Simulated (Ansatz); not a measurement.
Start from `FC(F)(F)[SeH]` and change one atom or group to get `O=C(O)C(F)(F)F`.

Ansatz, PBE0-D4/def2-TZVP geometries, multiplicity 1. Each molecule was computed in one conformer, which needn't be the lowest.

Scalar relativity is left out up to krypton.

```
                                                                                  property  `FC(F)(F)[SeH]`
                                                         LUMO energy (PBE/def2-TZVPP) / eV            -1.72
                                                     HOMO–LUMO gap (B3LYP/def2-TZVPP) / eV             6.31
ideal-gas entropy at 298 K and 1 bar (rigid rotor, harmonic PBE0-D4/def2-TZVP) / J/(mol·K)              321
                                                        LUMO energy (PBE0/def2-TZVPP) / eV            -0.82
                                                       HOMO energy (B3LYP/def2-TZVPP) / eV            -7.43
                                                   HOMO–LUMO gap (ωB97M-V/def2-TZVPP) / eV            11.12
```

(1) What does the change do to each property? (An estimate is asked.)

Results:

(1) Ansatz gave: 
```
                                                                                  property  `O=C(O)C(F)(F)F`  shift
                                                         LUMO energy (PBE/def2-TZVPP) / eV             -2.18  -0.46
                                                     HOMO–LUMO gap (B3LYP/def2-TZVPP) / eV              7.59   1.28
ideal-gas entropy at 298 K and 1 bar (rigid rotor, harmonic PBE0-D4/def2-TZVP) / J/(mol·K)               338     17
                                                        LUMO energy (PBE0/def2-TZVPP) / eV             -1.07  -0.25
                                                       HOMO energy (B3LYP/def2-TZVPP) / eV             -8.97  -1.54
                                                   HOMO–LUMO gap (ωB97M-V/def2-TZVPP) / eV             12.97   1.85
```

With PBE0 the HOMO falls by 1.55 eV and the LUMO falls by 0.25 eV, so the gap widens by about 1.30 eV. PBE moves the HOMO by -1.04 eV and ωB97M-V by -1.74 eV. The zero-point energy changes by 45.9 kJ/mol with +6 modes. Modes under 60 cm⁻¹, often nearly free rotors, make the harmonic entropy too high.

B3LYP here is the variant with VWN-RPA as its local correlation; programs differ in this.

Spin–orbit coupling is left out; it splits and shifts lone-pair levels of the heavy atoms by tenths of an eV.
